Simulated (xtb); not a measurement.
CH₂N, SMILES C#[NH+], charge +1. All values are semi-empirical tight-binding results from xtb (GFN2-xTB unless named), good for trends rather than for accurate numbers. Geometry optimised at GFN2-xTB. The isomer is the one that the SMILES or the coordinates give; other isomers of the formula were not compared.

The point group as xtb finds it is C∞v. The orbital gap comes out as 7.42 eV and the zero-point energy comes out as 16.6 kcal/mol. The G − E(el) at 298.15 K (modified RRHO) is 4.2 kcal/mol and the static polarisability (D4 model) is 17.3 bohr³. The solvation energy, GFN2-xTB/ALPB(water) is -78.7 kcal/mol and the solvation energy, GFN2-xTB/ALPB(dmf) is -67.7 kcal/mol.

Computed IR lines (harmonic; lines under 4 % of the strongest left out, lines within 3 cm⁻¹ merged):
ν (cm⁻¹): 592 (m), 826 (s), 2254 (w), 3121 (vs), 3371 (s) (against the strongest line: vs over 80 %, s over 45 %, m over 15 %, w over 4 %, vw less)
